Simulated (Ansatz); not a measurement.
Cartesian coordinates in Å:
```
C 1.348 2.377 -1.965
C 1.218 1.483 -1.153
Zr 1.021 -0.158 0.309
O 1.330 0.542 2.060
F 2.279 -1.545 -0.084
O -0.739 -0.840 0.127
C -2.033 -1.352 0.109
H 1.464 3.161 -2.679
H 1.272 0.804 2.974
H -2.011 -2.438 -0.021
H -2.597 -0.913 -0.720
H -2.551 -1.120 1.045
```

Total charge 0; spin multiplicity 1. Zr takes the def2 core potential.

**Question.** List the PBE0/def2-TZVPP orbital energies in eV (the Gaussian-basis code of Ansatz). (Estimate.)

**Answer.** The calculation gave: Occupied: -672.95, -523.01, -522.75, -279.68, -278.04, -277.41, -59.18, -36.21, -35.92, -35.42, -30.73, -27.85, -27.06, -20.42, -19.06, -14.81, -14.33, -13.37, -12.99, -12.96, -11.98, -11.51, -11.44, -10.22, -9.78, -9.74, -8.88, -8.77, -7.89, -7.85. Lowest empty: -1.04, -0.95, -0.14, 0.32, 0.49, 0.60, 0.86, 1.23.
